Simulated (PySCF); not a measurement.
Cr: ionisation energy

Cr [Ar] 3d5 4s1 (7S) → Cr⁺ [Ar] 3d5 (6S), as a difference of total energies. All numbers are calculated (PySCF 2.14, the non-relativistic Hamiltonian (point nucleus), in 6-31G*). Correlated levels: valence: [Ar] frozen. The calculations carry no spin-orbit coupling.

Task: Order these methods by the ionisation energy they give, lowest first.
A. MP2 (valence)
B. UHF
C. SCS-MP2 (valence)
D. TPSS

Result: B (5.459 eV), C (5.521 eV), A (5.644 eV), D (6.139 eV).

These non-relativistic numbers lack the scalar-relativistic shift.

Errors of the correlated levels include the incompleteness of this basis and the frozen core.

For comparison: 6.767 eV (measured; NIST Atomic Spectra Database, ionization energies).
